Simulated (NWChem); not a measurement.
Species: C4H8O; SMILES C[C@@H]1C[C@H]1O

```xyz
13

C     -0.4874     1.9140    -0.0965
C     -0.0654     0.5753     0.4457
C      1.2254    -0.0711     0.0081
C     -0.0779    -0.6585    -0.4126
O     -0.4062    -1.8864     0.1386
H     -1.5762     2.0619    -0.0115
H     -0.2207     2.0129    -1.1607
H      0.0053     2.7396     0.4417
H     -0.3318     0.3830     1.4915
H      1.8378     0.4363    -0.7429
H      1.7854    -0.6384     0.7557
H     -0.3671    -0.5223    -1.4664
H     -1.3644    -1.9205     0.2296
```
Atoms are numbered in this order, from 1.

Computed with NWChem. All runs use the structure optimised with PBE0/def2-SVP. Not confirmed as a minimum by frequencies. Level: PBE/def2-SVP with SMD (1 M gas to 1 M solution), gas-phase geometry.

Task: Predict the results for solvent anisole. Quantities: solvation free energy (kcal/mol); cavity-dispersion-structure term (kcal/mol); dipole in solution (D).

Result: 
```yaml
solvation free energy (kcal/mol): -4.6
cavity-dispersion-structure term (kcal/mol): -2.3
dipole in solution (D): 1.74
```
